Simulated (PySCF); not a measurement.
The dipole of `C#C/C=C(\F)[SiH2]C#C` from its density and from atomic charges.

Coordinates (GFN2-xTB, Å) and charges (e) from the PBE0/pcSseg-1 density (PySCF):

| atom | x | y | z | Mulliken | IAO | Hirshfeld | ESP-fitted |
| --- | --- | --- | --- | --- | --- | --- | --- |
| C1 | 3.599 | 0.502 | -0.130 | -0.3082 | -0.2193 | -0.0989 | -0.4943 |
| C2 | 2.400 | 0.415 | -0.111 | +0.3031 | -0.0188 | -0.0490 | +0.1932 |
| C3 | 1.001 | 0.281 | -0.073 | -0.2719 | -0.2030 | -0.0611 | -0.3067 |
| C4 | 0.354 | -0.879 | 0.075 | +0.0474 | +0.0337 | +0.0058 | +0.1033 |
| F5 | 1.078 | -2.024 | 0.191 | -0.2744 | -0.2641 | -0.0829 | -0.1391 |
| Si6 | -1.520 | -1.142 | 0.161 | +0.7201 | +0.7843 | +0.3675 | +0.3906 |
| C7 | -2.249 | 0.549 | 0.000 | -0.2185 | -0.3357 | -0.1481 | -0.1710 |
| C8 | -2.746 | 1.639 | -0.110 | -0.1562 | -0.1735 | -0.0695 | -0.3026 |
| H9 | 4.644 | 0.590 | -0.151 | +0.0499 | +0.2055 | +0.0953 | +0.3292 |
| H10 | 0.415 | 1.184 | -0.166 | +0.1674 | +0.1889 | +0.0561 | +0.1942 |
| H11 | -1.859 | -1.726 | 1.462 | -0.0651 | -0.1026 | -0.0591 | -0.0464 |
| H12 | -1.948 | -1.985 | -0.960 | -0.0651 | -0.1028 | -0.0592 | -0.0475 |
| H13 | -3.172 | 2.596 | -0.206 | +0.0715 | +0.2073 | +0.1030 | +0.2974 |

Question: What dipole does each set of charges give (1 e·Å = 4.803 D), and what does the density give?

Answer: The full density gives (-1.31, 1.29, -0.10) D, 1.84 D in size; dipole vectors point from the negative to the positive end.

| scheme | μx | μy | μz | size (D) | share of the full size (%) | angle to the full dipole (°) |
| --- | --- | --- | --- | --- | --- | --- |
| Mulliken | -3.77 | -0.65 | 0.13 | 3.83 | 208 | 55 |
| IAO | -2.43 | 1.10 | -0.06 | 2.66 | 145 | 20 |
| Hirshfeld | -1.40 | 0.34 | 0.00 | 1.44 | 78 | 31 |
| ESP-fitted | -1.29 | 1.30 | -0.11 | 1.84 | 100 | 1 |

Question: Which set comes closest?

Answer: Length of the difference vector: ESP-fitted 0.02 D, Hirshfeld 0.96 D, IAO 1.13 D, Mulliken 3.14 D. Closest: ESP-fitted. 

Question: What is left for the Hirshfeld atoms' own dipoles?

Answer: The shares of the density sum to the whole, so what Σ q r misses lies in dipoles about the nuclei. The atomic dipoles sum to (-1.31, 1.29, -0.10) − (-1.40, 0.34, 0.00) = (0.09, 0.95, -0.10) D, 0.96 D in size.

Question: With the origin at the mean of the coordinates, (0.000, 0.000, -0.001) Å, which are the largest single terms, by size, of the ESP-fitted dipole along the direction of the full one?

Answer: H13 +5.84, C1 +5.22, H9 -4.55, C8 -4.52, C7 -1.63 D; all 13 atoms together +1.84 D. The single terms depend on the origin, their sum doesn't.

Question: Give the size of the full dipole in other units.

Answer: 1.84 D = 0.724 au = 0.383 e·Å = 6.14 × 10⁻³⁰ C·m.

Isolated species at its GFN2-xTB geometry (one conformer only).

Shape of the structure used: `[CH:1]#[C:2]/[CH:3]=[C:4](\[F:5])[SiH2:6][C:7]#[CH:8]`: C3–C4–Si6–C7 0°.
